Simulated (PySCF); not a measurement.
A GIAO shielding run with PySCF 2.14.0 with density-fitted response routines (density fitting, non-relativistic, gas phase) on `C1=CC=CC=C1S[SiH2]C#C`, C8H8SSi:

```
$ OMP_NUM_THREADS=1 python probes_run.py task.json out

{"job": {"kind": "nmr", "xc": "PBE0", "basis": "pcSseg-1"}, "charge": 0, "multiplicity": 1}
C      3.434567    -1.116843    -0.818010
C      3.088448    -0.143484    -0.201664
Si     2.462695     1.357853     0.674961
S      0.661303     2.047609    -0.306297
C     -0.549898     0.768562    -0.143487
C     -0.290394    -0.474194     0.416250
C     -1.300207    -1.417125     0.494740
C     -2.567749    -1.134127     0.016957
C     -2.824592     0.106311    -0.544962
C     -1.824249     1.054722    -0.624214
H      3.753415    -1.968373    -1.347767
H      2.160457     1.045381     2.069255
H      3.354530     2.490358     0.486681
H      0.695947    -0.716416     0.783365
H     -1.087600    -2.381259     0.933509
H     -3.350148    -1.875342     0.080301
H     -3.809347     0.338432    -0.922644
H     -2.015936     2.024254    -1.058631
```

Hardware: 1 thread of an Intel Xeon, shared host. The job also computes population analyses, field gradients, ring-centre shieldings.

**Question.** How large is the calculation?

**Answer.** 86 electrons, 224 basis functions and 1202 auxiliary functions.

**Question.** How long does it take, and how much memory does it need?

**Answer.** 2.1 min of wall time, with 14 SCF cycles and 5 response iterations; peak memory 1.1 GiB. Times on a shared host scatter by some tens of per cent.
